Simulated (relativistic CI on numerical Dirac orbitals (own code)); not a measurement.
Hyperfine structure of Dy XXVIII, mass number 161

Computed by Dirac-Coulomb-Breit CI, separate exchange-only KLI orbitals for each configuration, model QED (radiative potential, 1s self-energy scaled to tabulated hydrogen-like ionisation energies), unscaled Slater integrals (own radial code, finite nucleus).

Configuration list (outside the closed core [Ar] 3d10): 4s²4p⁶4d³, 4s²4p⁵4d⁴, 4s²4p⁶4d²4f, 4s4p⁶4d⁴, 4s4p⁶4d³4f, 4s²4p⁶4d²5s, 4s²4p⁶4d4f5s, 4s²4p⁶4d²5p, 4s²4p⁶4d²5d, 4s²4p⁵4d³5s, 4s²4p⁶4d4f², 4s²4p⁶4f³, 4s4p⁶4d4f³, 4s²4p⁶4f²5s, 4s²4p⁶4f²5p, 4s²4p⁶4d5s², 4s²4p⁶4f5s², 4s4p⁶4d4f5s², 4s²4p⁶5s²5p. Double excitations out of closed p, d and f shells are left out; levels of such configurations are missing from the list, as are those of other unlisted configurations, and high levels can miss mixing partners. These lack a partner that the ground configuration has and come out too high: 4s²4p⁶4d²5d, 4s²4p⁵4d³5s.

Nuclear spin I = 5/2, μ = -0.479 μN, Q = 2.51 b (tables of Stone and Pyykkö). The electronic factors are computed for point nuclear moments, without core polarisation or the Bohr-Weisskopf and QED corrections.

| Level | E (cm⁻¹) | A (MHz) | B (MHz) |
| --- | --- | --- | --- |
| 4s²4p⁶4d³ ⁴F3/2 | 0.0 | -3032 | -20200 |
| 4s²4p⁶4d³ ⁴F5/2 | 55798.3 | -1738 | -11600 |
| 4s²4p⁶4d³ ⁴F7/2 | 80177.8 | -1770 | 2160 |
| 4s²4p⁶4d³ ⁴P1/2 | 86554.6 | 1219 |  |
| 4s²4p⁶4d³ ⁴P5/2 | 131244.5 | -845.2 | 28700 |
| 4s²4p⁶4d³ ²G7/2 | 139553.2 | -1565 | 3900 |
| 4s²4p⁶4d³ ⁴F9/2 | 149027.6 | -1504 | 11500 |
| 4s²4p⁶4d³ ²P1/2 | 166478.0 | 390.8 |  |

Levels with J = 0, under 50 % of one LS term, or S terms without an open s electron are left out. Small factors come from cancelling terms and can be off by tens of per cent or more.

At this charge energies of transitions that change n are usually good to better than 1 %, and those within a shell (Δn = 0) to a few per cent. Terms inside the open d or f shell come out 10 to 20 % too wide with unscaled integrals.

(1) Give the hyperfine levels of 4s²4p⁶4d³ ⁴F3/2 relative to its centre of gravity.

Results:

(1) With K = F(F + 1) − I(I + 1) − J(J + 1), E = AK/2 + B[¾K(K + 1) − I(I + 1)J(J + 1)]/[2I(2I − 1)J(2J − 1)]: F = 1: 1749, F = 2: 11880, F = 3: 11890, F = 4: -16430 MHz.

LS names give the leading component of a level, which can be under half, so a name can repeat, a term be missing and a line seem to break the LS rules.
